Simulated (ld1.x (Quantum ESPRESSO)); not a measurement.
Values are calculated unless marked as measured or tabulated.
# Potentials for Cd compared

Generated with ld1.x 7.5 (TM, RRKJ, ultrasoft, PAW), atompaw 4.2 or ONCVPSP 4.0.1. The cutoff is in Ry: for ld1.x and atompaw files where the sum of valence levels is converged to 10 mRy in a Bessel basis, for ONCV files where the hardest occupied wave has 1 mHa per electron of residual kinetic energy. The error is the largest all-electron minus pseudo excitation energy over each file’s own four to seven test configurations (ionisations up to +4, promotions, holes and added fractions of an electron), all of which were solved. The labels leave out finer settings (local radius, basis sizes, second energies), which also bear on the numbers. Spin-polarised tests are not counted. The rows are a selection from randomly drawn settings: files with unsolved tests, undetermined cutoffs or missed reference levels are left out.

A true bound ghost makes a file unfit for plane-wave use even where its test errors are small: the radial tests pick states by their node count and pass the ghost by.

| potential | cutoff (Ry) | largest error (meV) | bound ghosts |
| --- | --- | --- | --- |
| TM semilocal, PBE, scalar-relativistic, rc 1.90/1.20/1.30 (spd), local p, core correction yes, reference 4p6 4d10 5s2 5p0 | 100 | -79 | none |
| TM, PBE, scalar-relativistic, rc 2.20/3.70 (sp), local s, core correction yes, reference 5s2 5p0 | 8 | -226 | none |

(1) Fill in the row for Cd: TM semilocal, PBEsol, scalar-relativistic, rc 1.95/2.35/1.05/2.00 (spdf), local p, core correction no, reference 4d10 5s2 5p0.

(2) Fill in the row for Cd: RRKJ, LDA (PZ), scalar-relativistic, rc 2.30/1.25/1.20 (spd), local d, core correction yes, reference 4p6 4d10 5s1.5 5p0.

(3) Fill in the row for Cd: RRKJ, PBE, scalar-relativistic, rc 1.75/2.15/1.00/2.00 (spdf), local s, core correction yes, reference 4d9 5s0 5p0.

Results:

(1) cutoff 90 Ry, largest error -77 meV, bound ghosts: none.

(2) cutoff 90 Ry, largest error -31 meV, bound ghosts: s.

(3) cutoff 160 Ry, largest error -320 meV, bound ghosts: none.
